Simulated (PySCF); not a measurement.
Compound: trifluoroacetyl chloride, C2ClF3O.
Cartesian coordinates in Å at the PBE0-D3(BJ)/def2-SVP level; atoms count from 1:
```
atom  x, y, z in Å
O1     1.331    1.266   -0.433
C2     0.863    0.270   -0.010
Cl3    1.780   -1.021    0.731
C4    -0.647   -0.062   -0.067
F5    -1.097   -0.385    1.137
F6    -0.843   -1.087   -0.886
F7    -1.314    0.985   -0.513
```

The closed-shell ground state was solved at several levels (PySCF, density fitting, gas phase, non-relativistic).

```csv
level,basis functions,HOMO (eV),LUMO (eV),gap (eV),dipole (D)
KT3/pcSseg-2,259,-8.12,-3.35,4.77,0.80
PBE0/pcSseg-1,126,-9.62,-2.31,7.31,0.79
```

(1) Estimate the row for CAM-B3LYP/def2-SVPD, a basis of 159 functions; the other rows only guide the guess.

(2) Over all these levels, which gives the widest orbital gap and which the narrowest?

(3) How far do the dipole and the HOMO energy spread over the levels?

Answers

(1) HOMO -11.14 eV, LUMO -1.27 eV, gap 9.87 eV, dipole 0.93 D.

(2) CAM-B3LYP/def2-SVPD (range-separated hybrid) has the widest, 9.87 eV, and KT3/pcSseg-2 (GGA) the narrowest, 4.77 eV. Functional and basis both differ between the two, so the spread mixes both effects.

(3) The dipole runs from 0.79 to 0.93 D (mean 0.84 D) and the HOMO from -11.14 to -8.12 eV.
